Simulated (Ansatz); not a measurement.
System: sum formula H2SiO2Br2, charge 0, multiplicity 1. 
Coordinates optimised at B3LYP-D3(BJ)/def2-TZVP (Ansatz, a quantum-chemistry and plane-wave program):
```xyz
7

Si    -0.6822     0.1277     0.1775
Br     0.0846    -0.4169    -1.8439
Br     1.0131     0.2050     1.5881
O     -1.4589     1.5539     0.0754
O     -1.7048    -0.9927     0.7472
H     -1.0319     2.2822    -0.3843
H     -2.5276    -1.1416     0.2711
```
Charge 0, spin multiplicity 1.

Wanted: atomisation energy (electronic, to ground-state atoms), in eV. Valence correlation only, unless marked. Open shells are spin-unrestricted. No spin-orbit coupling. The frozen core is the preceding noble-gas configuration, with the filled d and f shells of earlier blocks. No relativistic terms. The coupled-cluster limit lacks core correlation, which all-electron functionals hold. Basis-set limits of correlation are two-point, X^-3; Hartree-Fock from the larger set. [CCSD(T)-MP2]/basis is that difference in the basis named.

```csv
level,program,atomisation energy (eV)
SVWN5/def2-TZVPD,Ansatz,30.80
PBE-D4/def2-TZVPD,Ansatz + dftd4,26.92
PBE0/6-31G*,Ansatz,?
PBE0/def2-TZVPD,Ansatz,26.06
LC-wPBE-D4/def2-TZVPD,Ansatz + dftd4,?
B2GP-PLYP/def2-TZVPD,Ansatz,25.96
CCSD/def2-TZVPP,Ansatz,?
CCSD/def2-TZVPPD,Ansatz,?
"RI-MP2/CBS(def2-TZVPPD,def2-QZVPPD)+[CCSD(T)-MP2]/def2-TZVPPD",Ansatz,26.65
```

Problem. Complete the blanks.

Solution. 
- PBE0/6-31G*, atomisation energy (eV): 25.16
- LC-wPBE-D4/def2-TZVPD, atomisation energy (eV): 26.39
- CCSD/def2-TZVPP, atomisation energy (eV): 25.15
- CCSD/def2-TZVPPD, atomisation energy (eV): 25.21
